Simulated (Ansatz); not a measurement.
Potential energy curve for SAl (cation, charge +1), lowest triplet found (which spin is the ground state isn't settled by this scan).

Levels of theory: UCCSD(T) = CCSD(T) on UHF/cc-pVDZ, frozen core run with Ansatz (a quantum-chemistry and plane-wave program); UCCSDT = CCSDT on UHF/cc-pVDZ, frozen core (Ansatz); FCI = full CI/cc-pVDZ, frozen core (Ansatz).

Energies relative to the lowest point of each curve between 1.89 and 2.45 Å, where full CI is lowest, in kJ/mol:

```json
[
 {"R / Å": "1.62", "UCCSD(T)": "549.0", "UCCSDT": "550.0"},
 {"R / Å": "1.77", "UCCSD(T)": "239.0", "UCCSDT": "239.8"},
 {"R / Å": "1.89", "UCCSD(T)": "106.6", "UCCSDT": "107.2"},
 {"R / Å": "1.95", "UCCSD(T)": "65.7", "UCCSDT": "66.3"},
 {"R / Å": "2.04", "UCCSD(T)": "26.8", "UCCSDT": "27.2"},
 {"R / Å": "2.13", "UCCSD(T)": "7.1", "UCCSDT": "7.3"},
 {"R / Å": "2.24", "UCCSD(T)": "0.0", "UCCSDT": "0.0"},
 {"R / Å": "2.26", "UCCSD(T)": "0.1", "UCCSDT": "0.0"},
 {"R / Å": "2.36", "UCCSD(T)": "4.1", "UCCSDT": "3.9"},
 {"R / Å": "2.45", "UCCSD(T)": "10.7", "UCCSDT": "10.5"}
]
```

Problem. Predict the corresponding FCI column.

Solution. 1.62: 550.4; 1.77: 240.1; 1.89: 107.5; 1.95: 66.5; 2.04: 27.3; 2.13: 7.4; 2.24: 0.0; 2.26: 0.0; 2.36: 3.9; 2.45: 10.9 (kJ/mol).

The scan ran from 1.62 to 7.75 Å; beyond the distances shown full CI changes its symmetry label.
